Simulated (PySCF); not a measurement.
Species: C₇H₁₂O₂Si.
SMILES: `O(c1cocc1)[Si](C)(C)C`

Torsions of this conformer, `[CH3:1][Si:2]([CH3:3])([CH3:4])[O:5][c:6]1[cH:7][cH:8][o:9][cH:10]1`: C1–Si2–O5–C6 -178°, Si2–O5–C6–C7 -5°.

The closed-shell ground state was solved at several levels (PySCF, density fitting, gas phase, non-relativistic). Geometry: PBE0-D3(BJ)/def2-SVP, one conformer, isolated molecule.

```csv
level,basis functions,HOMO (eV),LUMO (eV),gap (eV),dipole (D)
PBE0/pcSseg-1,237,-6.07,0.47,6.54,2.14
CAM-B3LYP/def2-SVPD,306,-7.39,1.04,8.43,2.15
```

**Question.** What might KT3/pcSseg-1 (237 basis functions) give for the same quantities?

**Answer.** HOMO -4.96 eV, LUMO -0.39 eV, gap 4.57 eV, dipole 2.06 D.

**Question.** Over all these levels, which gives the widest orbital gap and which the narrowest?

**Answer.** CAM-B3LYP/def2-SVPD (range-separated hybrid) has the widest, 8.43 eV, and KT3/pcSseg-1 (GGA) the narrowest, 4.57 eV. Functional and basis both differ between the two, so the spread mixes both effects.

**Question.** How far do the dipole and the HOMO energy spread over the levels?

**Answer.** The dipole runs from 2.06 to 2.15 D (mean 2.12 D) and the HOMO from -7.39 to -4.96 eV.
